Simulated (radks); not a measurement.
Cl2+, 15 electrons, occupied as [Ne] 3s2 3p3. Calculated with a radial shooting solver on a logarithmic mesh with Libxc functionals: non-relativistic Kohn-Sham, exchange-only B88, spin-polarised, spherical densities, point nucleus; open shells are filled with parallel spins first.

Radial electron density D(r) = 4 pi r^2 rho(r):

r (bohr)  D(r) (e/bohr)   spin D(r)
0.004781         0.7883  -0.0000647
0.00539          0.9816  -0.0000792
0.006078          1.219  -0.0000961
0.006853          1.509   -0.000116
0.007726          1.862   -0.000137
0.008711          2.290   -0.000159
0.009822          2.803   -0.000181
0.01107           3.415   -0.000197
0.01249           4.137   -0.000203
0.01408           4.983   -0.000186
0.01587           5.960   -0.000131
0.0179            7.074  -0.0000103
0.02002           8.237    0.000197
0.02257           9.605    0.000577
0.02545           11.08     0.00121
0.02869           12.62     0.00223
0.03235           14.19     0.00382
0.03648           15.71     0.00625
0.04113           17.10     0.00990
0.04637           18.27      0.0153
0.05228           19.11      0.0230
0.05895           19.55      0.0340
0.06646           19.53      0.0493
0.07494           19.04      0.0701
0.08449           18.11      0.0977
0.09526           16.89       0.133
0.1074            15.55       0.178
0.1211            14.34       0.231
0.1365            13.50       0.292
0.154             13.24       0.357
0.1736            13.65       0.422
0.1957            14.70       0.477
0.2207            16.16       0.513
0.2488            17.69       0.519
0.2805            18.87       0.486
0.3163            19.31       0.411
0.3566            18.73       0.299
0.4021            17.09       0.169
0.4533            14.60      0.0527
0.5111            11.63     -0.0112
0.5763            8.688      0.0183
0.6498            6.228       0.172
0.7326            4.543       0.459
0.826             3.693       0.859
0.9239            3.515        1.29
1.042             3.695        1.74
1.175             3.924        2.08
1.324             3.937        2.22
1.493             3.622        2.13
1.684             3.019        1.84
1.898             2.266        1.44
2.14              1.524        1.00
2.413            0.9131       0.623
2.721            0.4838       0.343
3.068            0.2245       0.165
3.459           0.09020      0.0690
3.9             0.03093      0.0246
4.397          0.008897     0.00735
4.957          0.002104     0.00180
5.589         0.0003997    0.000354

D(r) has 3 maxima, at r = 0.0623, 0.314, 1.25 bohr, and minima at 0.152, 0.909 bohr, inside which lie 2.17, 10.38 electrons.
